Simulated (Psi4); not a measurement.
C4H7O, doublet, geometry from GFN2-xTB. Base run: MP2/STO-3G run with Psi4.

The Psi4 input:
```
memory 2 GB

molecule mol {
0 2
C     0.396151   -1.174350   -0.084888
C     1.240978   -0.032108    0.326620
C     0.194192    1.084667    0.468207
O    -0.887678    0.728507   -0.370763
C    -0.958897   -0.684026   -0.414391
H     0.714748   -2.191014   -0.177268
H     1.789177   -0.209311    1.255893
H     1.984237    0.218715   -0.443459
H     0.548553    2.065418    0.148850
H    -0.148256    1.150240    1.512206
H    -1.307590   -0.976372   -1.414353
H    -1.713993   -1.050833    0.310948
}

set {
  basis sto-3g
  reference uhf
}

energy('mp2')
print_variables()
```

The base run was repeated with changes; each row names its change, and settings that it needs were set with it.

```
change                          ΔE vs base (mEh)  MP2 correlation (Eh)  basis functions        outcome
------------------------------  ----------------  --------------------  ---------------  -------------
base                                       0.000              -0.21905               32      converged
puream = on                                0.000              -0.21905               32      converged
method = scs-mp2                         -19.011              -0.21910               32      converged
scf_type = pk; mp2_type = conv             0.477              -0.21910               32      converged
method = ccsd                            -68.984              -0.21910               32      converged
method = omp2                             -1.787              -0.21905               32      converged
method = mp3                                   ?              -0.21905               32      converged
method = mp2.5                                 ?              -0.21905               32      converged
method = cisd                                  -                     -                -  input refused
puream = off                              -0.040              -0.21906               32      converged
```

Question: Fill in the missing entries.

Answer: 
- method = mp3, ΔE vs base (mEh): -47.989
- method = mp2.5, ΔE vs base (mEh): -23.994

Open shells are given as the SCF converged; they aren't shown to be the lowest states, and a large step between rows can be another state.

- method = cisd: ended with `psi4.driver.p4util.exceptions.MissingMethodError: Method=cisd is not available for any derivative level under conditions CI_TYPE=CONV, REFERENCE=UHF, FREEZE_CORE=FALSE, QC_MODULE=(auto). See https://psicode.org/psi4manual/master/introduction.html#ss-cisd. Or d`
